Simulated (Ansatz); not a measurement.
A structure relaxed at PBE-D4/def2-SVP in Ansatz, charge 0, singlet:

```xyz
9

Cd    1.719    0.352    1.365
Cd   -1.009   -2.434   -2.905
Cd   -0.682   -1.736   -0.051
Cd   -0.976    1.408    1.416
S     0.273    0.792   -1.977
S     1.067    2.625    1.997
S    -0.378   -1.073    2.265
S     1.606   -0.599   -1.086
S    -1.620    0.665   -1.024
```

(1) Give its formula and point group.

(2) Summarise the bond lengths by kind (pairs closer than 1.2 times the sum of covalent radii, bridged metal pairs left out).

## Answers

(1) Cd4S5. Point group Cs (tolerance 0.1 Å).

(2) 9 × Cd–S 2.43 to 2.76 Å; 2 × S–S 2.12 Å; 1 × Cd–Cd 2.96 Å.

In the def2 sets Cd takes a core potential; there is no spin–orbit coupling. Another isomer (singlet) lies 1.59 eV lower at PBE0-D4/def2-TZVP; other spin states weren't run for this one.
